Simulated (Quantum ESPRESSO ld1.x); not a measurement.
Input (ld1.x (Quantum ESPRESSO 7.5)):

```
 &input
    atom='Tm',
    iswitch=1,
    rel=2,
    dft='HCTH',
    config='[Ne] 3s2 3p5',
    rel_dist='average',
    verbosity='high',
    lsmall=.true.,
    prefix='ld1',
    max_out_wfc=37,
    file_charge='ld1.rho',
 /
```

Command: `OMP_NUM_THREADS=1 ld1.x < ld1.in > ld1.out`

Output (excerpt):

```
     Program LD1 v.7.5 starts

     --------------------------- All-electron run ----------------------------

     dirac relativistic calculation

     atomic number is 69.00
     dft =HCTH   lsd =0 sic =0 latt =0  beta=0.20 tr2=1.0E-14
     Exchange-correlation= HCTH
                           (   0   0   5   5   0   0   0)
     mesh =2105 r(mesh) =  99.27497 a.u. xmin = -8.00 dx = 0.00800
     1 Ry =  13.60569312 eV, c = 137.03599908

     n l j   nl                  e(Ry)          e(Ha)          e(eV)
     Spin orbit split results
     1 0 0.5 1S 1( 2.00)   -4622.602674701   -2311.301337350 -62893.7134215
     2 0 0.5 2S 1( 2.00)    -996.794051882    -498.397025941 -13562.0739767
     2 1 0.5 2P 1( 2.00)    -965.449006784    -482.724503392 -13135.6029122
     2 1 1.5 2P 1( 4.00)    -891.983808108    -445.991904054 -12136.0579638
     3 0 0.5 3S 1( 2.00)    -389.766084578    -194.883042289  -5303.0377365
     3 1 0.5 3P 1( 1.67)    -377.885656956    -188.942828478  -5141.3962841
     3 1 1.5 3P 1( 3.33)    -359.112347630    -179.556173815  -4885.9723985
     Averaged results
     1 0     1S 1( 2.00)   -4622.602674701   -2311.301337350 -62893.7134215
     2 0     2S 1( 2.00)    -996.794051882    -498.397025941 -13562.0739767
     2 1     2P 1( 6.00)    -916.472207667    -458.236103834 -12469.2396133
     3 0     3S 1( 2.00)    -389.766084578    -194.883042289  -5303.0377365
     3 1     3P 1( 5.00)    -365.370117405    -182.685058703  -4971.1136937

     final scf error:  4.6E-15 reached in  38 iterations

     Etot =  -21792.106297 Ry,  -10896.053149 Ha, -296496.710782 eV

     Ekin =   24618.261812 Ry,   12309.130906 Ha,  334948.515431 eV
     Encl =  -48642.696642 Ry,  -24321.348321 Ha, -661817.603187 eV
     Eh   =    2551.443375 Ry,    1275.721688 Ha,   34714.155582 eV
     Exc  =    -319.114842 Ry,    -159.557421 Ha,   -4341.778608 eV

     normalization and overlap integrals

     s(1S/1S) =  1.000000  <r> =   0.0200  <r2> =    0.0005  r(max) =   0.0126
     LC norm =  0.93314899 + SC norm =  0.06685101 =  1.00000000
     s(2S/2S) =  1.000000  <r> =   0.0834  <r2> =    0.0083  r(max) =   0.0718
     LC norm =  0.98472715 + SC norm =  0.01527285 =  1.00000000
     s(2P/2P) =  1.000000  <r> =   0.0693  <r2> =    0.0059  r(max) =   0.0543
     LC norm =  0.98475293 + SC norm =  0.01524707 =  1.00000000
     s(2P/2P) =  1.000000  <r> =   0.0765  <r2> =    0.0071  r(max) =   0.0602
     LC norm =  0.98597788 + SC norm =  0.01402212 =  1.00000000
     s(3S/3S) =  1.000000  <r> =   0.2040  <r2> =    0.0475  r(max) =   0.1936
     LC norm =  0.99419006 + SC norm =  0.00580994 =  1.00000000
     s(3P/3P) =  1.000000  <r> =   0.1923  <r2> =    0.0429  r(max) =   0.1816
     LC norm =  0.99426413 + SC norm =  0.00573587 =  1.00000000
     s(3P/3P) =  1.000000  <r> =   0.2032  <r2> =    0.0477  r(max) =   0.1920
     LC norm =  0.99457845 + SC norm =  0.00542155 =  1.00000000

     LC charge = 16.70991820 + SC charge =  0.29008180 = 17.00000000

     ------------------------ End of All-electron run ------------------------
```

Run on one thread of a shared host, so times are rough (Intel(R) Xeon(R) Processor @ 2.60GHz): 0.67 s of CPU time, 0.72 s wall, 38 iterations on 2105 mesh points.
